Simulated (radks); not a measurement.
The numbers below are computed, except where a source is named.
Code: a radial shooting solver on a logarithmic mesh with Libxc functionals. Model: non-relativistic Kohn-Sham, LDA (Slater exchange, Perdew-Wang correlation), spin-polarised, spherical densities, point nucleus; open shells are filled with parallel spins first (spin-orbit coupling, left out, can overturn this in heavy ions). Response by self-consistent Sternheimer equations with the Hartree and adiabatic LDA kernel. For heavy and open-shell atoms this level of theory can miss by tens of per cent. Rank Sn+, Sn4+, Sn, Sn2+, Sn5+, Sn3+, Sn6+ (NIST ground configurations) by static dipole polarisability, largest first.

Answer. Sn 59.74, Sn+ 27.98, Sn2+ 16.55, Sn3+ 9.904, Sn4+ 2.323, Sn5+ 1.815, Sn6+ 1.462 bohr^3.
